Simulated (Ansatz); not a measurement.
CH4F2OTi, SMILES `[CH3][Ti]([OH])([F])[F]`. Total charge 0; spin multiplicity 1. The geometry is a stationary point of PBE0-D4/def2-TZVP. It is one conformer, not always the lowest.

```xyz
9

C    -0.690   -0.983   -0.526
Ti    0.564    0.576   -0.091
O     0.471    0.784    1.663
F     2.162    0.072   -0.629
F    -0.051    1.955   -0.990
H    -1.710   -0.733   -0.222
H    -0.661   -1.167   -1.605
H    -0.357   -1.876    0.010
H     0.272    1.371    2.391
```

(1) What is the dipole moment at B3LYP/def2-TZVPP? (Estimate.)

(2) And with PBE, r2SCAN, ωB97M-V? (Estimate.)

(3) Give the Mulliken charges with B3LYP, r2SCAN, ωB97M-V in def2-TZVPP. (An estimate is asked.)

Results:

(1) The calculation gave: 2.26 D, with components (-1.26, 0.12, 1.88) D in this frame, pointing from negative to positive charge.

(2) Ansatz gave: PBE 2.19 D, r2SCAN 2.22 D, ωB97M-V 2.24 D.

(3) Computed: 
```csv
atom,B3LYP,r2SCAN,ωB97M-V
C1,-0.49,-0.41,-0.50
Ti2,1.19,1.16,1.11
O3,-0.48,-0.48,-0.45
F4,-0.38,-0.37,-0.36
F5,-0.38,-0.37,-0.36
H6,0.11,0.08,0.12
H7,0.11,0.08,0.13
H8,0.11,0.09,0.13
H9,0.20,0.21,0.18
```

B3LYP here is the variant with VWN-RPA as its local correlation; programs differ in this.
